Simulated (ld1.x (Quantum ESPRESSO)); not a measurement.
## Plane-wave convergence, RRKJ potential for gallium

* Element: gallium (Ga)
* Generator: ld1.x (Quantum ESPRESSO) 7.5
* Type: norm-conserving RRKJ (Kleinman–Bylander form)
* Functional: LDA (PZ)
* Relativity: scalar-relativistic
* Frozen core: [Ar] 3d10
* Valence charge: 3
* Reference configuration: 4s2 4p0 (charge +1)
* Partial waves: 4s (bound): rc 1.95 bohr; 4p (bound, empty): rc 1.75 bohr
* Local potential: all-electron potential smoothed inside 1.55 bohr (lloc = -2)
* Core correction: Bessel-smoothed model core, default radius (core density twice the valence density)
* rho0: 0.02

The pseudo-atom Hamiltonian at the reference potential is diagonalised in spherical Bessel functions j_l(qr) that vanish at 20 bohr, with q² up to the cutoff. All-electron valence levels (Ry): 4s -1.2244, 4p -0.6839.

Q: How do the lowest levels (Ry) of each channel move with the cutoff, and are there ghosts?

A:

```tsv
cutoff (Ry)	s #1	s #2	p #1	p #2	d #1	f #1	Σ f·Δε (mRy)
8	-1.1863	-0.2740	-0.6793	-0.1731	-0.2142	-0.0473	76.4
12	-1.2051	-0.2770	-0.6818	-0.1734	-0.2178	-0.0473	38.7
15	-1.2062	-0.2771	-0.6833	-0.1736	-0.2185	-0.0473	36.4
21	-1.2086	-0.2777	-0.6839	-0.1737	-0.2191	-0.0473	31.6
30	-1.2176	-0.2797	-0.6839	-0.1737	-0.2192	-0.0473	13.7
40	-1.2237	-0.2810	-0.6839	-0.1737	-0.2192	-0.0473	1.4
45	-1.2242	-0.2811	-0.6839	-0.1737	-0.2192	-0.0473	0.4
55	-1.2244	-0.2812	-0.6839	-0.1737	-0.2192	-0.0473	0.1
400	-1.2244	-0.2812	-0.6839	-0.1737	-0.2192	-0.0473	0.0
```

Result: no extra level below or beside the all-electron valence levels (s, p, d, f tested); 10 mRy is reached at 35 Ry and 1 mRy at 45 Ry.
